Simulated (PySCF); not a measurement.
Compound: C6H5FN2.
SMILES with atom numbers: `[CH2:1]=[CH:2][c:3]1[n:4][cH:5][cH:6][n:7][c:8]1[F:9]`

Probes without a nucleus sit at each ring's centroid and 1 Å off its mean plane on both sides; NICS is minus the shielding there, NICSzz its component along the normal. Level: GIAO PBE0/pcSseg-1 (PySCF, non-relativistic, gas phase) on the GFN2-xTB geometry, one conformer.

Ring bond lengths (Å), with Mayer bond orders in brackets: C3–N4 1.332 (1.45), N4–C5 1.322 (1.50), C5–C6 1.387 (1.36), C6–N7 1.327 (1.43), N7–C8 1.310 (1.50), C8–C3 1.406 (1.23).

Problem. What do the NICS probes read (ppm)?

Solution. 
```csv
ring,type,NICS(0),"NICS(1), two faces","NICS(1)zz, two faces",rms pucker (Å),"centre to ring atoms, mean (Å)"
C3–N4–C5–C6–N7–C8,6-membered ring with 2 N; formal bonds all aromatic,-6.8,-10.5 / -10.5,-25.3 / -25.3,0.00,1.35
```

Problem. What do they say, and how far can they be read as aromaticity?

Solution. 
- C3–N4–C5–C6–N7–C8: mean NICS(1)zz -25.3 ppm, shielded, aromatic by this magnetic criterion (flat ring, no four-coordinate atom).

Problem. What does the geometric index give? HOMA = 1 − mean of α(R − Ropt)² over the ring bonds, with Krygowski's 1993 parameters (CC: Ropt 1.388 Å, α 257.7 Å⁻²; CN: Ropt 1.334 Å, α 93.52 Å⁻²).

Solution. 
- C3–N4–C5–C6–N7–C8: HOMA 0.97; the largest term is that of C8–C3, α(R − Ropt)² = 0.09. The geometric and the magnetic index point the same way.

Problem. Give the inner angles of the rings and the Hirshfeld charges of the ring atoms.

Solution. 
- C3–N4–C5–C6–N7–C8: C3 118.0° (+0.045 e), N4 118.7° (-0.123 e), C5 121.9° (+0.010 e), C6 120.7° (+0.019 e), N7 116.8° (-0.158 e), C8 123.9° (+0.143 e); sum 720.0° against 720° for a flat convex ring.

Problem. What are the shieldings of the ring atoms and their hydrogens in the same run (means over atoms taken as equivalent)?

Solution. 
```
  atoms                          environment  σ isotropic (ppm)
     C3          substituted aromatic carbon               42.6
     N4               pyridine-type nitrogen             -108.0
     C5  aromatic CH next to a ring nitrogen               39.8
     C6  aromatic CH next to a ring nitrogen               40.2
     N7               pyridine-type nitrogen              -68.6
     C8                  aromatic C–F carbon               19.9
H on C5                    aromatic hydrogen              23.05
H on C6                    aromatic hydrogen              23.39
```

Shape of the structure used: `[CH2:1]=[CH:2][c:3]1[n:4][cH:5][cH:6][n:7][c:8]1[F:9]`: C1–C2–C3–N4 0°.
